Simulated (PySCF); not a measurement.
All values below come from PBE-D3(BJ)/def2-TZVP (PySCF 2.14.0). Gas-phase values, no solvent. Excitations are Tamm–Dancoff values on a coarser integration grid. The basis has no diffuse functions, so Rydberg states are missing or too high.

Reference species (SMILES): `F/C=C/F` (neutral, multiplicity 1).

```
Item                    Value
-------------------  --------
HOMO                 -6.25 eV
T1 excitation (TDA)   4.34 eV
LUMO                 -0.89 eV
```

Changed species: `C(F)(=C)F`.

Question: What does the change do to the HOMO, T1 excitation (TDA) and LUMO?

Answer: the HOMO falls by 0.25 eV, to -6.50 eV; the T1 excitation (TDA) rises by 0.41 eV, to 4.75 eV; the LUMO increases by 0.20 eV, to -0.69 eV.
